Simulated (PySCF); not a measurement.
## Fractional electron number in Zr²⁺ (zirconium, charge +2)

The 4d alpha orbital of [Kr] 4d2 is emptied in steps (occupation f), with all orbitals relaxed, ending at [Kr] 4d1. Computed with PySCF 2.14 in aug-cc-pVTZ-PP with ECP28MDF (6s6p5d3f2g, 88 functions), with scalar relativity through the core potential. The exact energy is a straight line in f; departures are measured from the line between the end points of the same method.

```tsv
f	CAM-B3LYP (eV)
1	0.000
0.75	-0.449
0.5	-0.600
0.25	-0.451
0	0.000
```

| method | E(f=0) − E(f=1) (eV) | −ε at f=1 (eV) | −ε at f=0.5 (eV) |
| --- | --- | --- | --- |
| CAM-B3LYP | 23.290 | 20.906 | 23.284 |

Orbital energy along the path (eV):

```
   f  CAM-B3LYP
   1    -20.906
0.75    -22.086
 0.5    -23.284
0.25    -24.489
   0    -25.706
```

Reference removal energy between the ground levels: 23.170 eV (semi-empirical (NIST evaluation); NIST Atomic Spectra Database, ionization energies). The calculation has no spin-orbit coupling.
